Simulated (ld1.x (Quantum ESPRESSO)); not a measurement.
**Al: one change to a TM potential, before and after**

- Element: Al
- Generator: ld1.x (Quantum ESPRESSO) 7.5
- Type: norm-conserving Troullier–Martins (Kleinman–Bylander form)
- Functional: PBE
- Relativity: scalar-relativistic
- Frozen core: [Ne]
- Valence charge: 3
- Reference configuration: 3s2 3p1
- Partial waves: 3p (bound): rc 1.80 bohr; 3s (bound): rc 1.95 bohr
- Local potential: the s channel
- Core correction: none

All-electron outer shells of the reference configuration (PBE, scalar-relativistic, ld1.x):

```csv
shell,level (eV),outermost node (bohr),outermost maximum (bohr)
2s,-108.17,0.16,0.50
2p,-69.64,–,0.43
3s,-7.75,0.80,2.09
3p,-2.71,0.82,2.64
```

Change: core correction a·sin(br)/r model core inside 1.54 bohr.

Cutoffs: the cutoffs (Ry, on a coarse ladder) from which the occupation-weighted sum of valence levels, in a spherical-Bessel basis at the reference potential, stays within 10 and 1 mRy of its value at 400 Ry; they do not see the model core or the augmentation charge, which bear on the density cutoff. Errors are all-electron minus pseudo energies relative to the spin-unpolarised reference configuration.

Problem. Predict the effect on cutoff, ghosts and configuration errors.

Solution. The potential gets neither clearly harder nor softer (10 Ry and 30 Ry → 10 Ry and 30 Ry); of the 7 tests that both files solve, the error grows in 1 and shrinks in 4 by more than 15 % and 0.3 meV (median size 8.3 → 2.6 meV); neither file shows a bound ghost. A model core, the more so a compact one, raises the density cutoff, which this test does not measure.

| quantity | base | changed |
| --- | --- | --- |
| cutoff, loose | 10 Ry | 10 Ry |
| cutoff, tight | 30 Ry | 30 Ry |
| bound ghosts | none | none |
| error for 3s2 3p0, meV [ΔE 5.76 eV] | -2.9 | +1.4 |
| error for 3s1 3p0, meV [ΔE 24.99 eV] | +19 | +30 |
| error for 3s2 3p0.5, meV [ΔE 2.09 eV] | -0.4 | +0.3 |
| error for 3s0 3p3, meV [ΔE 10.45 eV] | +40 | +17 |
| error for 3s1 3p2, meV [ΔE 5.14 eV] | +8.3 | +2.6 |
| error for 3s1 3p1, meV [ΔE 11.57 eV] | +13 | +11 |
| error for 3s2 3p1.3, meV [ΔE -0.57 eV] | 0.0 | +0.1 |
| s: phases at 2.15 bohr within 0.05 rad from the reference energy up to (Ry; the scan ends near 5) | 3.4 | 3.4 |
| p: phases at 2.15 bohr within 0.05 rad from the reference energy up to (Ry; the scan ends near 5) | 1.0 | 1.0 |
